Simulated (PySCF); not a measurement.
# Working out the ionisation energy of Tb

Tb [Xe] 4f9 6s2 (high-spin determinant) → Tb⁺ [Xe] 4f9 6s1 (high-spin determinant). Calculation: PySCF 2.14, in x2c-TZVPPall (11s7p7d4f2g, 113 functions); the spin-free X2C one-electron Hamiltonian (Gaussian nucleus). Frozen: [Ar] 3d10. Energies in hartree (1 hartree = 27.21139 eV):

```tsv
part	Tb (lower)	Tb⁺ (upper)
UHF	-11704.128819	-11703.953051
MP2 opposite-spin	-0.850791	-0.822786
MP2 same-spin	-0.544703	-0.537329
```

What does Hartree-Fock give?

(-11703.953051) − (-11704.128819) = 0.175768 hartree = 4.783 eV.

What do MP2 and SCS-MP2 (6/5 opposite-spin, 1/3 same-spin) give?

The opposite-spin parts differ by 0.762 eV and the same-spin parts by 0.201 eV. MP2: 4.783 + (0.762) + (0.201) = 5.746 eV. SCS-MP2: 4.783 + 1.2 × (0.762) + (0.201)/3 = 5.764 eV.

A first-order spin-orbit estimate adds 0.000 eV to MP2 (valence and next inner shell), giving 5.746 eV against 5.864 eV (measured; NIST Atomic Spectra Database, ionization energies).

One determinant mixes LS terms, so it does not stand for a single term.

What remains against the reference includes basis incompleteness, the frozen core and correlation beyond second order.
